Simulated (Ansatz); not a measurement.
Diatomic ScO, multiplicity 2 (the spin of the measured ground state). No spin–orbit coupling. Sc is treated without relativity.

Seven points along R, fitted to fifth degree in 1/R; most abundant isotopes. In def2 and cc sets the state is the lowest found near the PBE0 minimum, followed along R.

Correlated levels freeze the inner cores; with def2 sets outer-core shells near the valence are correlated too. CBS(a, b) extrapolates the correlation energy as X⁻³ and adds the Hartree–Fock energy of set b.

The values were computed with Ansatz (a program for electronic structure). 

**Question.** What bond length and harmonic frequency does SVWN5/def2-TZVPP give?

**Answer.** r_e = 1.646 Å, ω_e = 1014 cm⁻¹.

**Question.** What bond length and harmonic frequency does CAM-B3LYP/def2-TZVPP give, and what D_e (from each atom's lowest state at the same level)?

**Answer.** r_e = 1.649 Å, ω_e = 1033 cm⁻¹, D_e = 6.89 eV.

**Question.** What bond length and harmonic frequency does CCSD(T)/CBS(def2-TZVPP, def2-QZVPP) give?

**Answer.** r_e = 1.665 Å, ω_e = 933 cm⁻¹.

Measured for the ground state: ω_e x_e 4.2 cm-1, α_e 0.0033 cm-1 [Huber and Herzberg (1979), NIST Chemistry WebBook]. D_0 6.92 ± 0.01 eV (a handbook's tabulated 298 K bond energy less 3RT/2; such tables hold older values) [Luo, bond dissociation energies, CRC Handbook]. dipole 4.55 D [compilation of Liu, Meijer and Pérez-Ríos].
